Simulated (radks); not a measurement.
Values are calculated unless marked as measured or tabulated.
Numerical settings for the rubidium ion Rb+, [Kr]. Code: a radial shooting solver on a logarithmic mesh with Libxc functionals. Model: scalar-relativistic Kohn-Sham, r2SCAN, spin-polarised, spherical densities, finite nucleus; meta-GGA in the generalised Kohn-Sham scheme; Fermi nuclear charge, rms radius 4.2036 fm. The defaults (mesh step 0.008 in ln r, mesh end at 40 bohr or more with all orbitals vanishing there, Anderson mixing 0.5 over 9 steps, residual threshold near 1e-9 with the energy settled to 1e-9 hartree or 1e-11 of itself, here a cap of 62 iterations) give E = -2981.532 hartree and 4p at -22.167 eV in 12 iterations. Run on one thread of a shared host, so times are rough (Arm Neoverse N1): 0.21 s of CPU time, 0.21 s wall, 12 iterations on 2259 mesh points. Changes against that run (0 stands for a change within the tolerance of the run):

| setting | iterations | converged | E (mhartree) | e(4p) (meV) | CPU (s) |
|---|---|---|---|---|---|
| mesh step in ln r 0.012 | 10 | yes | 0 | +0.0113 | 0.13 |
| mesh step in ln r 0.05 | 10 | yes | +1.42 | +0.00923 | 0.05 |
| mesh step in ln r 0.003 | 15 | yes | 0 | 0 | 0.64 |
| mesh end (bohr) 1 | 11 | level above zero | +1.5e+05 | +5.69e+05 | 0.14 |
| mesh end (bohr) 2 | 12 | level above zero | +7.77e+03 | +4.91e+04 | 0.16 |
| residual threshold 0.001 | 10 | yes | 0 | +0.169 | 0.18 |
| residual threshold 0.01 | 10 | yes | 0 | +0.169 | 0.19 |
| mixing 0.05 | 17 | yes | 0 | -0.0122 | 0.29 |
| linear mixing, mixing 0.05 | 62 | no | +6.71 | -245 | 0.94 |
| linear mixing, mixing 0.2 | 62 | yes | 0 | -0.01 | 0.86 |
| mixing history 20 | 12 | yes | 0 | +0.00298 | 0.21 |
| iteration cap 5 | 5 | no | +0.339 | +208 | 0.1 |

Settled on a wrong energy, with an occupied level pushed above zero by the early mesh end: mesh end (bohr) 1 (+150 hartree); mesh end (bohr) 2 (+7.77 hartree). Apart from these: settings that end as converged yet miss the energy by more than 1 mhartree: mesh step in ln r 0.05 (+0.00142 hartree). A mesh that ends early acts as a hard wall.
